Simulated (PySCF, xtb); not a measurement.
C2H7Al, SMILES [CH3][AlH][CH3] (connectivity only; charge and spin as stated), charge -1, multiplicity 2.

Harmonic wavenumbers (cm⁻¹) from GFN2-xTB (xtb) at its own minimum, in rising order: 55, 56, 117, 156, 508, 546, 653, 764, 816, 827, 858, 1370, 1384, 1508, 1513, 1514, 1520, 2467, 2982, 2984, 3002, 3007, 3022, 3028.

Task: What does PySCF with ωB97X-D3(BJ)/def2-SVPD give at its own minimum? (An estimate is asked for; the answer gives what the named calculation found.)

Result: 122, 135, 157, 426, 464, 528, 536, 591, 693, 719, 727, 1165, 1167, 1423, 1426, 1427, 1434, 1658, 2990, 2992, 3069, 3071, 3092, 3093. Paired by order, the mean absolute difference is 126 cm⁻¹ and the zero-point energies are 49.5 and 47.3 kcal/mol.
